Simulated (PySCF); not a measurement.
InH2I, SMILES [InH2][I]. Geometry optimised at r2SCAN-D4/def2-TZVP. The def2 effective core potentials stand for the cores of I, In; spin–orbit coupling is left out.

Calculation: r2SCAN-D4/def2-TZVP (PySCF).

Harmonic wavenumbers (cm⁻¹): 197, 386, 526, 565, 1848, 1863. Rotational constants (GHz): 102.5, 1.146, 1.134; symmetry number 2.

### Question
Work out the zero-point energy and the ideal-gas rigid-rotor harmonic-oscillator thermochemistry at 298.15 K and 1 atm.

### Answer
ZPE = ½ Σ hcν = ½ × 5385 cm⁻¹ = 32.21 kJ/mol. H − E(el) = 45.48 kJ/mol. Entropy in J/(mol K): translation 177.29, rotation 100.06, vibration 17.95, total 295.30. G − E(el) = -42.57 kJ/mol. Cp = 57.04 J/(mol K).
